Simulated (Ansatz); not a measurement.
Species: bis(ethenyl)-methylborane, C5H9B, net charge 0, singlet state. 
Geometry from a B3LYP-D3(BJ)/def2-TZVP (Ansatz, an electronic-structure program) optimisation:
```
B
C 1 1.5549
C 2 1.3371 1 124.16
H 3 1.0839 2 121.75 1 0.00
H 3 1.0851 4 115.79 2 180.00
H 2 1.0880 3 116.08 4 180.00
C 1 1.5592 2 120.24 6 0.00
C 7 1.3372 1 125.24 2 0.00
H 8 1.0841 7 121.90 1 0.00
H 8 1.0851 9 115.62 7 -180.00
H 7 1.0897 8 116.41 9 -180.00
C 1 1.5716 2 122.53 6 180.00
H 12 1.0896 1 116.32 2 0.00
H 12 1.0965 13 107.89 4 123.55
H 12 1.0965 13 107.89 14 112.90
```
Charge 0, spin multiplicity 1.

Wanted: atomisation energy (electronic, to ground-state atoms), in kcal/mol. Correlated levels leave the core frozen unless marked. UHF or UKS for open shells. Spin-orbit coupling is left out. No relativistic terms. The coupled-cluster limit lacks core correlation, which all-electron functionals hold. CBS(X,Y): correlation extrapolated as X^-3; Hartree-Fock from the larger set.

| level | program | atomisation energy (kcal/mol) |
|---|---|---|
| HF/6-31G | Ansatz | 1107.4 |

Estimate the value at CCSD(T)/CBS(cc-pVTZ,cc-pVQZ) as computed with Ansatz.

1494.4 kcal/mol
